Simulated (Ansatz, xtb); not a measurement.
Two isomers of C5H5BrCl2

Structure I is `C=C(Cl)/C=C(/Br)CCl`, a singlet and structure II is `C/C=C(Cl)\C(Br)=C/Cl`, a singlet. Both are isolated molecules in the gas phase, relaxed with r2SCAN-D4/def2-SVP; the shapes shown needn't be the lowest conformers.

I (Å):

```yaml
atoms:
  - { symbol: C, position_ang: [-1.4692, -0.9651, -2.2285] }
  - { symbol: C, position_ang: [-1.2802, 0.1842, -1.5587] }
  - { symbol: C, position_ang: [-1.2023, 0.3607, -0.1095] }
  - { symbol: C, position_ang: [-0.5653, -0.4714, 0.7434] }
  - { symbol: C, position_ang: [0.2413, -1.6667, 0.3804] }
  - { symbol: Br, position_ang: [-0.6760, -0.1354, 2.6092] }
  - { symbol: Cl, position_ang: [-1.1539, 1.7010, -2.4376] }
  - { symbol: Cl, position_ang: [-0.7073, -3.2015, 0.5784] }
  - { symbol: H, position_ang: [-1.5175, -0.9800, -3.3192] }
  - { symbol: H, position_ang: [-1.6088, -1.8984, -1.6758] }
  - { symbol: H, position_ang: [-1.6850, 1.2571, 0.2931] }
  - { symbol: H, position_ang: [0.5506, -1.6158, -0.6727] }
  - { symbol: H, position_ang: [1.1201, -1.7668, 1.0305] }
```

II (Å):

```yaml
atoms:
  - { symbol: C, position_ang: [-0.3430, 0.6969, 1.8932] }
  - { symbol: C, position_ang: [-0.1203, 1.8188, 0.9391] }
  - { symbol: C, position_ang: [0.8510, 1.8808, 0.0091] }
  - { symbol: C, position_ang: [1.8882, 0.8711, -0.2112] }
  - { symbol: C, position_ang: [2.8293, 0.4756, 0.6656] }
  - { symbol: Br, position_ang: [1.9091, 0.0468, -1.9336] }
  - { symbol: Cl, position_ang: [0.9443, 3.2555, -1.0754] }
  - { symbol: Cl, position_ang: [2.9945, 1.1495, 2.2458] }
  - { symbol: H, position_ang: [-0.0864, 1.0058, 2.9220] }
  - { symbol: H, position_ang: [-1.4079, 0.4117, 1.9037] }
  - { symbol: H, position_ang: [0.2585, -0.1894, 1.6480] }
  - { symbol: H, position_ang: [-0.8030, 2.6747, 0.9937] }
  - { symbol: H, position_ang: [3.5622, -0.2995, 0.4302] }
```

Which of the two would you expect CCSD(T)/def2-SVP + ΔMP2/def2-TZVPP electronic energies to favour?

Too close to call at this level: CCSD(T)/def2-SVP + ΔMP2/def2-TZVPP gives E(II) − E(I) = +0.034 eV.

Level by level:

| level | geometry | E(II) − E(I) (eV) | departure from the last row (eV) | job, with rough time for the two |
| --- | --- | --- | --- | --- |
| GFN2-xTB | GFN2-xTB | −0.191 | −0.225 | optimisation, 0.32 s |
| HF/STO-3G | GFN2-xTB | −0.021 | −0.055 | single point, 0.76 s |
| r2SCAN-D4/def2-SVP//GFN2-xTB | GFN2-xTB | −0.013 | −0.048 | single point, 5.5 s |
| r2SCAN-D4/def2-SVP | r2SCAN-D4/def2-SVP | −0.007 | −0.042 | optimisation, 54 s |
| HF/def2-SVP | r2SCAN-D4/def2-SVP | +0.110 | +0.076 | part of the CCSD(T) run |
| MP2/def2-SVP | r2SCAN-D4/def2-SVP | −0.028 | −0.062 | part of the CCSD(T) run |
| CCSD(T)/def2-SVP | r2SCAN-D4/def2-SVP | +0.011 | −0.023 | single point |
| CCSD(T)/def2-SVP + ΔMP2/def2-TZVPP | r2SCAN-D4/def2-SVP | +0.034 |  | single point, 2.9 min |

As drawn, both hold the same kinds of bond in the same numbers. Structure I has 0 methyl groups, II 1.

The largest departure from CCSD(T)/def2-SVP + ΔMP2/def2-TZVPP is that of GFN2-xTB, 0.225 eV. The last row adds to CCSD(T) the change of the MP2 difference between the two basis sets, here +0.023 eV.

With thermal terms from frequencies at re-optimised GFN2-xTB minima (ideal gas, soft modes damped towards free rotors, one conformer each, 298.15 K, 1 atm): the zero-point term adds −0.006 eV; ΔH is +0.041 and ΔG +0.027 eV.

The correlated steps freeze 24 core orbitals; the filled d shell of Br is correlated, in a basis made for valence electrons. Codes used: Ansatz 0.2.0, xtb 6.7.1; the last row on 4 threads of Arm Neoverse V1 on a shared host.
